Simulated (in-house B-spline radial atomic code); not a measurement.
# Ionising Rh XII (Rh11+) with different functionals

Computed with an all-electron radial atomic-structure program (B-spline basis): scalar-relativistic (spin-free X2C) Hamiltonian, Fermi nucleus of rms radius 4.4945 fm, spin-polarised at highest spin, spherical fractional occupations for the functionals. The ionisation energy is the difference of two self-consistent energies, [Ar] 3d10 4s2 4p4 → [Ar] 3d10 4s2 4p3, without Breit or QED terms; ε is the level of the shell that loses the electron (its least bound occupied spin orbital). There is no spin-orbit coupling in this Hamiltonian.

Hybrids are left out here: with spherical fractional occupations of an open shell their exact exchange keeps a self-interaction that integer-occupation calculations don't have.

```json
{"method": "RPBE", "rung": "GGA", "ΔSCF (eV)": "252.32", "-ε(4p) (eV)": "241.50"}
{"method": "BLYP", "rung": "GGA", "ΔSCF (eV)": "252.68", "-ε(4p) (eV)": "241.58"}
{"method": "PBE", "rung": "GGA", "ΔSCF (eV)": "252.61", "-ε(4p) (eV)": "241.66"}
{"method": "PBEsol", "rung": "GGA", "ΔSCF (eV)": "252.62", "-ε(4p) (eV)": "241.71"}
{"method": "TPSS", "rung": "meta-GGA", "ΔSCF (eV)": "252.43", "-ε(4p) (eV)": "241.69"}
{"method": "r2SCAN", "rung": "meta-GGA", "ΔSCF (eV)": "252.11", "-ε(4p) (eV)": "241.68"}
```

Question: Among the functionals, which spreads more, the ΔSCF values or the orbital energies?

Answer: The ΔSCF values: ΔSCF values span about 0.57 eV and the orbital energies 0.21 eV.

Question: How do they compare with the NIST value?

Answer: NIST lists 252 eV ± 2.5 (tabulated theory, ground level to ground level). Errors run from +0.01 to +0.58 eV; all lie within about twice that uncertainty, so the table can't rank the methods.
